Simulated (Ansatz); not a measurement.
Cost and result up the ladder for Ti(OH)F3 (TiOF₃H) (6 atoms). The state is a singlet with charge 0. Geometry: PBE-D4/def2-SVP.

```xyz
6

Ti    0.285   -0.195   -0.262
O    -0.776    0.219    1.096
H    -1.398    0.935    1.314
F     1.441    1.096   -0.525
F    -0.666   -0.360   -1.725
F     1.114   -1.695    0.102
```

Ansatz on 4 threads of Arm Neoverse V1 on a shared host. Times are rough, and most runs start from the orbitals of an earlier one. ωB97X-V/def2-TZVP serves as the yardstick here, not as an exact answer. Differences are given only for rows in sets of like size (and for xTB, whose basis is part of the method), since another set adds its own error. Binding counts from free atoms at the same level (Ti triplet, O triplet, H doublet, F doublet; other spins of the atoms weren't run), without zero-point energy or a counterpoise term.

The 6-31G sets use Cartesian d functions. LC-ωPBE has ω = 0.4 bohr⁻¹. B3LYP takes the VWN-RPA correlation. Correlated methods freeze 9 core orbitals; core or outer-core shells of Ti are correlated, in sets that lack core-valence functions.

Correlated methods converge slowly with the basis.

| level | functions | wall time |
| --- | --- | --- |
| HF/STO-3G | 39 | 0.15 s |
| HF/6-31G | 67 | 0.35 s |
| PBE-D4/def2-SVP | 92 | 0.8 s |
| B3LYP-D4/6-31G | 67 | 1 s |
| PBE0-D4/def2-SVP | 92 | 1.1 s |
| HF/def2-TZVP | 175 | 1.2 s |
| MP2/def2-TZVP | 175 | 1.8 s |
| LC-ωPBE/def2-TZVP | 175 | 1.8 s |
| BHLYP-D4/def2-TZVP | 175 | 2.2 s |
| PBE0-D4/def2-TZVP (with forces) | 175 | 2.4 s |
| CAM-B3LYP-D4/def2-TZVP | 175 | 2.4 s |
| PBE0-D4/def2-TZVPD | 217 | 3.1 s |
| ωB97X-V/def2-TZVP | 175 | 5.5 s |
| CCSD(T)/def2-TZVPP | 202 | 2.4 min |

Estimate what each level gives for the binding energy per atom (eV).


| level | binding energy per atom (eV) | difference from ωB97X-V/def2-TZVP (eV) |
| --- | --- | --- |
| HF/STO-3G | 4.30 | – |
| HF/6-31G | 2.63 | – |
| PBE-D4/def2-SVP | 5.07 | – |
| B3LYP-D4/6-31G | 4.51 | – |
| PBE0-D4/def2-SVP | 4.64 | – |
| HF/def2-TZVP | 2.96 | -1.70 |
| MP2/def2-TZVP | 4.80 | 0.14 |
| LC-ωPBE/def2-TZVP | 4.68 | 0.03 |
| BHLYP-D4/def2-TZVP | 4.21 | -0.44 |
| PBE0-D4/def2-TZVP (with forces) | 4.61 | -0.04 |
| CAM-B3LYP-D4/def2-TZVP | 4.67 | 0.02 |
| PBE0-D4/def2-TZVPD | 4.62 | -0.04 |
| ωB97X-V/def2-TZVP | 4.66 | 0.00 |
| CCSD(T)/def2-TZVPP | 4.57 | -0.08 |
